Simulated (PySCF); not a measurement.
Si(F)2(OH)(SeH) (F2H2OSeSi), SMILES [Si](O)(F)([SeH])F.

Geometry: PBE0-D3(BJ)/def2-SVP. This is a generated structure with no PubChem entry under its InChIKey; it may be hypothetical. One conformer was computed; it need not be the lowest.

Calculation: TDA-M06-2X/def2-SVPD (PySCF 2.14.0).

Vertical excitations. 

Q: List the lowest excited states. (The exact figures need the calculation; the answer reports its results.)

A: 
```tsv
state	energy (eV)	λ (nm)	f	main pairs
S1	5.65	220	0.001	HOMO→LUMO+1 84 %
S2	6.25	198	0.074	HOMO→LUMO 79 %
S3	7.38	168	0.010	HOMO→LUMO+2 74 %, HOMO→LUMO+6 14 %
S4	7.58	164	0.008	HOMO→LUMO+6 47 %, HOMO→LUMO+5 26 %, HOMO→LUMO+2 9 %
S5	7.74	160	0.002	HOMO→LUMO+3 92 %
S6	7.89	157	0.025	HOMO−1→LUMO+1 32 %, HOMO→LUMO+5 16 %, HOMO→LUMO+6 13 %, HOMO−1→LUMO 12 %
S7	8.09	153	0.027	HOMO→LUMO+4 68 %
S8	8.15	152	0.027	HOMO−1→LUMO 61 %, HOMO→LUMO+4 15 %
S9	8.57	145	0.205	HOMO→LUMO+8 29 %, HOMO→LUMO+5 22 %, HOMO−1→LUMO+1 15 %, HOMO−1→LUMO+2 8 %
S10	8.77	141	0.120	HOMO→LUMO+8 27 %, HOMO−1→LUMO+2 18 %, HOMO→LUMO+7 17 %, HOMO−1→LUMO+1 6 %
T1	5.30	234	0	HOMO→LUMO+1 80 %
T2	5.92	209	0	HOMO→LUMO 68 %, HOMO→LUMO+1 11 %
T3	7.05	176	0	HOMO→LUMO+2 36 %, HOMO→LUMO+5 21 %, HOMO−1→LUMO+1 19 %, HOMO→LUMO+9 7 %
T4	7.22	172	0	HOMO−1→LUMO+1 51 %, HOMO→LUMO+2 22 %
```
Triplets are in the Tamm–Dancoff approximation.
